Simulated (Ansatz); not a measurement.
Steps of a relaxation of CH7AlO2Si, SMILES `[CH3][AlH][O][SiH2]O` with RKS PBE0-D4/def2-TZVP.

```sh
$ ansatz run in.yaml --threads 4 --pin off --events-out ev --progress --plain --max-ram 10444MiB
```

```yaml
crystal:
  periodic: [false, false, false]
  atoms:
    - {symbol: C, position_ang: [-2.429875, -0.102969, -0.695138]}
    - {symbol: Al, position_ang: [-0.658888, 0.638847, -1.068854]}
    - {symbol: O, position_ang: [0.638767, 0.394772, 0.036085]}
    - {symbol: Si, position_ang: [1.639184, -0.212155, 1.211684]}
    - {symbol: O, position_ang: [3.026499, -0.891085, 0.561060]}
    - {symbol: H, position_ang: [-2.411797, -0.879058, 0.096709]}
    - {symbol: H, position_ang: [-3.121078, 0.700625, -0.358402]}
    - {symbol: H, position_ang: [-2.884692, -0.544584, -1.607074]}
    - {symbol: H, position_ang: [-0.309216, 1.517517, -2.354662]}
    - {symbol: H, position_ang: [0.983338, -1.342821, 1.945356]}
    - {symbol: H, position_ang: [1.979275, 0.924582, 2.140413]}
    - {symbol: H, position_ang: [3.625583, -0.258771, 0.127022]}
basis:
  gaussian: {orbitals: def2-TZVP}
hamiltonian: {xc: pbe0, dispersion: d4}
relax: {f_tol: 0.005, max_steps: 150}
```

Positions (Å) and forces (eV/Å) along the path, 12 of 54 steps:

```xyz
12
step=1 energy=-19714.4947 eV
C    -2.430   -0.103   -0.695   -0.307   -0.107    0.062
Al   -0.659    0.639   -1.069    0.464   -0.108    0.421
O     0.639    0.395    0.036    0.225   -0.378    0.437
Si    1.639   -0.212    1.212   -0.161    0.100   -0.931
O     3.026   -0.891    0.561   -0.380    0.908    0.072
H    -2.412   -0.879    0.097   -0.006    0.372   -0.383
H    -3.121    0.701   -0.358    0.317   -0.375   -0.153
H    -2.885   -0.545   -1.607    0.215    0.203    0.431
H    -0.309    1.518   -2.355   -0.049   -0.108    0.155
H     0.983   -1.343    1.945    0.144    0.244   -0.172
H     1.979    0.925    2.140   -0.045   -0.279   -0.246
H     3.626   -0.259    0.127   -0.418   -0.473    0.306
12
step=20 energy=-19714.5848 eV
C    -2.447   -0.078   -0.710    0.003    0.005    0.006
Al   -0.647    0.582   -1.021    0.007   -0.003    0.004
O     0.569    0.287    0.114    0.013   -0.011    0.016
Si    1.640   -0.228    1.211   -0.003    0.004   -0.024
O     3.012   -0.810    0.520   -0.008    0.020   -0.002
H    -2.482   -0.839    0.073    0.001    0.004   -0.004
H    -3.108    0.741   -0.404    0.003   -0.002   -0.001
H    -2.879   -0.501   -1.622   -0.001   -0.002   -0.003
H    -0.225    1.428   -2.291   -0.003   -0.003    0.004
H     1.096   -1.374    1.977    0.003    0.003   -0.007
H     1.960    0.918    2.105   -0.001   -0.001   -0.003
H     3.588   -0.183    0.081   -0.014   -0.013    0.012
12
step=21 energy=-19714.5848 eV
C    -2.448   -0.075   -0.710    0.003    0.002    0.008
Al   -0.646    0.578   -1.020    0.011   -0.002    0.004
O     0.568    0.284    0.118    0.000   -0.005    0.004
Si    1.641   -0.229    1.213   -0.001    0.000   -0.024
O     3.015   -0.803    0.519   -0.009    0.015    0.002
H    -2.487   -0.833    0.076   -0.001    0.002    0.000
H    -3.107    0.747   -0.407    0.001   -0.002    0.000
H    -2.881   -0.500   -1.621   -0.001   -0.001   -0.004
H    -0.221    1.416   -2.294    0.001   -0.002    0.004
H     1.102   -1.382    1.972    0.002    0.003    0.000
H     1.956    0.915    2.110    0.000   -0.004   -0.001
H     3.586   -0.173    0.079   -0.006   -0.007    0.008
12
step=24 energy=-19714.5849 eV
C    -2.459   -0.060   -0.709   -0.006    0.003    0.004
Al   -0.643    0.552   -1.021    0.011    0.003    0.010
O     0.555    0.262    0.134   -0.015   -0.002   -0.016
Si    1.644   -0.242    1.215    0.023   -0.008    0.004
O     3.032   -0.767    0.509   -0.015    0.015    0.000
H    -2.517   -0.803    0.090    0.001    0.004   -0.006
H    -3.102    0.781   -0.424    0.006   -0.007   -0.003
H    -2.896   -0.491   -1.614    0.000    0.000    0.002
H    -0.191    1.357   -2.308   -0.002   -0.003    0.003
H     1.139   -1.422    1.956    0.003    0.006   -0.004
H     1.932    0.893    2.133   -0.001   -0.003   -0.003
H     3.582   -0.115    0.074   -0.004   -0.007    0.008
12
step=28 energy=-19714.5850 eV
C    -2.468   -0.047   -0.706    0.004    0.000    0.002
Al   -0.642    0.532   -1.024   -0.013    0.009   -0.004
O     0.548    0.243    0.138    0.005   -0.009    0.005
Si    1.648   -0.253    1.214    0.011   -0.004   -0.003
O     3.046   -0.739    0.502   -0.004    0.014    0.000
H    -2.538   -0.778    0.102    0.000    0.003   -0.003
H    -3.098    0.807   -0.433    0.003   -0.002   -0.001
H    -2.911   -0.484   -1.606    0.000    0.000    0.001
H    -0.177    1.310   -2.322    0.000   -0.002    0.000
H     1.166   -1.453    1.936    0.002    0.005   -0.001
H     1.911    0.876    2.146   -0.001   -0.002   -0.001
H     3.591   -0.068    0.088   -0.007   -0.010    0.006
12
step=29 energy=-19714.5850 eV
C    -2.470   -0.044   -0.706    0.005    0.000    0.001
Al   -0.642    0.528   -1.025   -0.012    0.006   -0.005
O     0.547    0.238    0.139    0.009   -0.010    0.009
Si    1.649   -0.256    1.213    0.003    0.001   -0.006
O     3.050   -0.734    0.501   -0.001    0.011    0.000
H    -2.543   -0.773    0.105    0.000    0.001   -0.001
H    -3.097    0.813   -0.435    0.001   -0.001    0.000
H    -2.914   -0.482   -1.605    0.000    0.000    0.000
H    -0.174    1.301   -2.325    0.000   -0.001    0.000
H     1.171   -1.459    1.933    0.001    0.001   -0.001
H     1.907    0.872    2.148    0.000   -0.001   -0.001
H     3.593   -0.059    0.092   -0.006   -0.008    0.004
12
step=32 energy=-19714.5851 eV
C    -2.474   -0.038   -0.706   -0.003    0.001   -0.001
Al   -0.643    0.519   -1.025    0.012   -0.001    0.005
O     0.543    0.223    0.141   -0.005   -0.003   -0.004
Si    1.651   -0.261    1.212   -0.008    0.007   -0.001
O     3.057   -0.721    0.499    0.003   -0.009    0.002
H    -2.554   -0.763    0.108    0.000   -0.002    0.002
H    -3.096    0.824   -0.440   -0.002    0.001    0.001
H    -2.921   -0.477   -1.603    0.000    0.000   -0.001
H    -0.168    1.283   -2.328    0.000    0.001    0.000
H     1.187   -1.471    1.929   -0.001   -0.003    0.002
H     1.898    0.867    2.151    0.000    0.001    0.001
H     3.597   -0.039    0.098    0.004    0.006   -0.005
12
step=34 energy=-19714.5851 eV
C    -2.483   -0.030   -0.709   -0.013    0.004    0.004
Al   -0.644    0.507   -1.021    0.031   -0.016    0.011
O     0.534    0.191    0.149   -0.029    0.014   -0.025
Si    1.657   -0.268    1.216    0.002   -0.011    0.007
O     3.067   -0.705    0.497    0.001   -0.006    0.002
H    -2.573   -0.751    0.106    0.000    0.004   -0.003
H    -3.096    0.840   -0.450    0.001   -0.006    0.000
H    -2.930   -0.467   -1.607    0.005    0.002    0.002
H    -0.154    1.265   -2.322   -0.001    0.003    0.003
H     1.218   -1.486    1.936    0.002    0.010    0.001
H     1.887    0.867    2.149    0.000   -0.005    0.001
H     3.593   -0.016    0.090    0.001    0.007   -0.003
12
step=40 energy=-19714.5852 eV
C    -2.490   -0.024   -0.716    0.002    0.000   -0.003
Al   -0.643    0.494   -1.010   -0.005    0.001   -0.007
O     0.519    0.167    0.170    0.008   -0.001    0.012
Si    1.663   -0.275    1.223   -0.004    0.004   -0.006
O     3.071   -0.692    0.487    0.000   -0.002   -0.001
H    -2.597   -0.741    0.102    0.001   -0.002    0.003
H    -3.099    0.852   -0.468   -0.002    0.003    0.000
H    -2.930   -0.462   -1.617   -0.002    0.000   -0.001
H    -0.135    1.250   -2.305    0.000    0.000    0.000
H     1.251   -1.495    1.953   -0.001   -0.006    0.002
H     1.889    0.865    2.151    0.001    0.003    0.002
H     3.577    0.004    0.066    0.002    0.002   -0.001
12
step=43 energy=-19714.5853 eV
C    -2.499   -0.016   -0.722   -0.011    0.001   -0.002
Al   -0.643    0.479   -0.999    0.017   -0.001    0.006
O     0.500    0.149    0.199    0.004    0.000    0.001
Si    1.669   -0.281    1.229   -0.018    0.005    0.003
O     3.071   -0.671    0.468   -0.001   -0.020    0.003
H    -2.624   -0.718    0.105    0.003    0.000   -0.001
H    -3.101    0.871   -0.496    0.001   -0.003   -0.003
H    -2.931   -0.463   -1.623   -0.001    0.003    0.003
H    -0.111    1.221   -2.294   -0.003   -0.002    0.003
H     1.288   -1.513    1.956    0.000   -0.002   -0.003
H     1.892    0.855    2.163    0.002    0.003   -0.003
H     3.564    0.034    0.048    0.007    0.017   -0.007
12
step=51 energy=-19714.5853 eV
C    -2.507   -0.007   -0.729    0.000    0.000    0.001
Al   -0.642    0.464   -0.986    0.003    0.000    0.003
O     0.482    0.131    0.230   -0.006    0.001   -0.005
Si    1.675   -0.289    1.235    0.005   -0.001    0.002
O     3.070   -0.652    0.447   -0.001    0.003    0.001
H    -2.650   -0.696    0.107    0.000    0.001   -0.001
H    -3.104    0.889   -0.524    0.001   -0.001    0.000
H    -2.931   -0.463   -1.629    0.000    0.000    0.000
H    -0.086    1.188   -2.280    0.000    0.000    0.000
H     1.324   -1.532    1.958    0.000    0.002    0.000
H     1.899    0.845    2.173   -0.001   -0.002    0.000
H     3.548    0.067    0.033    0.000   -0.002    0.000
12
step=54 energy=-19714.5853 eV
C    -2.509   -0.005   -0.730    0.001    0.001    0.001
Al   -0.642    0.461   -0.983   -0.003    0.000    0.001
O     0.478    0.125    0.236    0.003   -0.001    0.002
Si    1.677   -0.291    1.236    0.001   -0.001   -0.003
O     3.071   -0.647    0.443   -0.002    0.004    0.001
H    -2.657   -0.691    0.108    0.000    0.001   -0.001
H    -3.104    0.893   -0.531    0.001   -0.001    0.000
H    -2.931   -0.463   -1.630    0.000    0.000    0.000
H    -0.082    1.182   -2.277    0.000    0.000    0.000
H     1.333   -1.536    1.960    0.000    0.000   -0.001
H     1.899    0.843    2.175    0.000    0.000    0.000
H     3.544    0.074    0.028   -0.002   -0.003    0.001
```

It took 2.5 min on 4 threads of an Arm Neoverse V2 on a shared host, with 0.59 GiB of host memory at the peak.
